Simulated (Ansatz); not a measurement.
Two members of one family (Series BCl2X), computed with Ansatz in the gas phase. Binding counts from free atoms in the multiplicity of their measured ground term, without zero-point energy. The structures are stationary points that may keep the symmetry of their start.

First: BCl2(SiH3) (singlet, charge 0, PBE-D4/def2-SVP geometry).

```xyz
7

B    -0.305    0.786   -0.746
Cl    0.587    2.298   -0.870
Cl   -1.615    0.490   -1.883
Si    0.216   -0.614    0.625
H    -0.958   -1.469    1.017
H     0.815    0.015    1.855
H     1.260   -1.507    0.002
```

```json
{"level": "PBE-D4/def2-SVP", "HOMO (eV)": "-7.02", "LUMO (eV)": "-2.91", "gap (eV)": "4.11", "binding per atom (eV)": "3.29"}
{"level": "B3LYP-D4/6-31G", "HOMO (eV)": "-8.32", "LUMO (eV)": "-2.38", "gap (eV)": "5.94", "binding per atom (eV)": "2.95"}
{"level": "PBE0-D4/def2-TZVP", "HOMO (eV)": "-8.43", "LUMO (eV)": "-2.28", "gap (eV)": "6.15", "binding per atom (eV)": "3.23"}
{"level": "HSE06-D4/def2-TZVP", "HOMO (eV)": "-8.03", "LUMO (eV)": "-2.66", "gap (eV)": "5.37", "binding per atom (eV)": "3.24"}
{"level": "BHLYP-D4/def2-TZVP", "HOMO (eV)": "-9.60", "LUMO (eV)": "-1.19", "gap (eV)": "8.41", "binding per atom (eV)": "3.15"}
```

Second: BCl2(vinyl) (singlet, charge 0, PBE-D4/def2-SVP geometry).

```tsv
atom	x (Å)	y (Å)	z (Å)
B1	-0.8812	0.7173	0.4899
Cl2	-1.8886	2.1012	0.0598
Cl3	-1.0734	0.0191	2.1020
C4	0.1337	0.1489	-0.5320
C5	0.9419	-0.9060	-0.2765
H6	0.1984	0.6337	-1.5226
H7	0.9113	-1.4198	0.7004
H8	1.6579	-1.2943	-1.0208
```

**Question.** Estimate how these quantities change from the first to the second (second minus first).

**Answer.** 
```tsv
level	Δ HOMO (eV)	Δ LUMO (eV)	Δ gap (eV)	Δ binding per atom (eV)
PBE-D4/def2-SVP	-0.20	-0.02	0.18	1.07
B3LYP-D4/6-31G	0.14	0.03	-0.12	1.06
PBE0-D4/def2-TZVP	-0.05	0.01	0.06	0.99
HSE06-D4/def2-TZVP	-0.05	0.01	0.06	0.99
BHLYP-D4/def2-TZVP	0.20	0.00	-0.20	0.89
```
